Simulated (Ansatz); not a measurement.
`[CH3][Al]([OH])[SiH3]`. The species carries charge 0 and has multiplicity 1.

Cartesian coordinates in Å:
```
C -1.842 -0.441 -0.728
Al 0.039 0.026 -0.584
O 0.888 0.273 -2.038
Si 1.246 0.272 1.547
H -2.167 -0.482 -1.770
H -2.470 0.285 -0.202
H -2.042 -1.415 -0.270
H 1.815 0.506 -2.064
H 0.613 1.303 2.422
H 1.249 -1.001 2.326
H 2.671 0.673 1.360
```

Give the diagnostics of a CCSD(T)/def2-TZVPP run (frozen core, the Gaussian-basis code of Ansatz). (Best estimate.)

Ansatz gave: T1 = 0.0128, largest single amplitude 0.029, largest double 0.027, (T) share of the correlation energy 3.4 %, 10 CCSD cycles. The RHF solution is stable towards an unrestricted one. T1 lies under the customary mark of 0.02 for closed shells.
